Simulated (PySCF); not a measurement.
Compounds:
1. `C(C1=CC[C@@H](C)O1)(F)(F)F`, C6H7F3O
2. `FC(OC(=C)C1CC1)(F)F`, C6H7F3O
3. methyl 3-methylbenzoate (SMILES COC(=O)c1cccc(C)c1)
4. `C=C(C)O[SiH2]NC`, C4H11NOSi
5. SMILES CCC/C=N/[SiH2]O, C4H11NOSi
6. SMILES FC(CCC(C=C)=O)(F)F, C6H7F3O
7. `P#CC1CCC1`, C5H7P

PySCF 2.14.0 with density-fitted response routines calculation with shielding tensors at PBE0/pcSseg-1 (GIAO) and geometry: GFN2-xTB; non-relativistic Hamiltonian, one averaged value for each set of equivalent atoms, in vacuum, single conformer.

References, each an isolated molecule treated in the same way: ¹H, ¹³C against TMS. Shifts are as computed. Against solution values, carbons near 30 ppm lie about +3 ppm off and those near 130 ppm about +5 ppm. Of 1211 compounds with measured shifts, 218 miss one by over three times the rms of a fit or turn the order of signals round; such compounds aren't used in these exercises. OH and NH positions are gas-phase values without hydrogen bonding to other molecules.

(1) Which show a ¹³C signal between 60 and 100 ppm?

(2) Which show a ¹³C signal between 100 and 160 ppm?

(3) Which give exactly 9 ¹³C signals?

## Answers

(1) 1 (81.3: sp3 CH bonded to O); 2 (89.4: β carbon of an enol-ether or enamine type C=C); 4 (90.7: β carbon of an enol-ether or enamine type C=C).

(2) 1 (155.0, 128.4, 108.6: alkene carbon bearing oxygen, CF3 carbon, β carbon of an enol-ether or enamine type C=C); 2 (129.4: CF3 carbon); 3 (143.7, 139.3, 137.5, 134.8: substituted aromatic carbon, aromatic CH); 6 (146.2, 137.6, 136.7: α carbon of a C=C–C=O unit, β carbon of a C=C–C=O unit, CF3 carbon).

(3) 3 (δ 173.4, 143.7, 139.3, 137.5, 134.8, 133.5, 133.1, 53.9, 24.0).
